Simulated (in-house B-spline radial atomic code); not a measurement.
A fraction x of an electron is removed from 3p in Fe+, starting from [Ar] 3d6 4s1 and keeping the highest spin. Level of theory: non-relativistic TPSS, spin-polarised, spherical fractional occupations, point nucleus; calculated with a radial B-spline atomic code at the basis-set limit.

| x | E(x) - E(0) (eV) | 3p down level (eV) |
| --- | --- | --- |
| 0 | 0.0000 | -65.657 |
| 0.06 | 3.9665 | -66.562 |
| 0.24 | 16.1969 | -69.349 |
| 0.27 | ? | ? |
| 0.49 | 34.0347 | -73.383 |
| 0.5 | ? | ? |
| 0.52 | 36.2436 | -73.878 |
| 0.68 | 48.2779 | -76.561 |
| 0.75 | 53.6788 | -77.754 |
| 0.99 | 72.8380 | -81.927 |
| 1 | 73.6582 | -82.104 |

Question: What belongs in the row x = 0.27?

Answer: An energy change of 18.2845 eV; 3p down at -69.824 eV.

Question: What belongs in the row x = 0.5?

Answer: An energy change of 34.7693 eV; 3p down at -73.548 eV.

Question: Check Janak's theorem between x = 0.06 and 0.24.

Answer: The slope of the energy is 67.95 eV; the orbital levels give 67.96 eV (-ε of the emptying orbital, averaged over the two points).
